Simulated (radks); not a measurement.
Problem. Species: the europium ion Eu4+. Configuration: [Xe] 4f4 5d1 (not the ground configuration). Method: Dirac Kohn-Sham, LDA (Slater exchange, VWN5 correlation), spin-unpolarised, spherical densities, finite nucleus; open shells are shared between the two j in proportion to 2j + 1; Fermi nuclear charge, rms radius 5.1115 fm; computed with a radial shooting solver on a logarithmic mesh with Libxc functionals. Some entries of the table are withheld. Estimate them.

orbital     occ.  eigenvalue (hartree)  <1/r> (bohr^-1)  <r> (bohr)
1s1/2          2             -1776.014            70.16     0.02234
2s1/2          2             -293.4965            16.71     0.09467
2p1/2          2             -278.6797              (1)     0.07911
2p3/2          4             -254.9013              (2)     0.08584
3s1/2          2             -66.47966            6.077      0.2495
3p1/2          2             -60.06176            5.996      0.2391
3p3/2          4             -55.21940            5.522      0.2520
3d3/2          4             -44.05868            5.399      0.2238
3d5/2          6             -43.00493            5.281      0.2278
4s1/2          2             -15.02978            2.557      0.5632
4p1/2          2             -12.54218              (3)         (4)
4p3/2          4             -11.44700              (5)         (6)
4d3/2          4              -7.33061            2.086      0.6374
4d5/2          6              -7.13059            2.046      0.6472
5s1/2          2              -3.43219            1.038       1.295
5p1/2          2              -2.68756           0.9401       1.414
5p3/2          4              -2.50297           0.8853       1.486
4f5/2    1.71429              -2.26099            1.606      0.7826
4f7/2    2.28571              -2.23177            1.592      0.7894
5d3/2        0.4              -1.46097           0.6819       1.891
5d5/2        0.6              -1.43838           0.6711       1.918

Solution. 
(1) 2p1/2 <1/r> (bohr^-1): 16.69
(2) 2p3/2 <1/r> (bohr^-1): 14.82
(3) 4p1/2 <1/r> (bohr^-1): 2.454
(4) 4p1/2 <r> (bohr): 0.5750
(5) 4p3/2 <1/r> (bohr^-1): 2.294
(6) 4p3/2 <r> (bohr): 0.6036
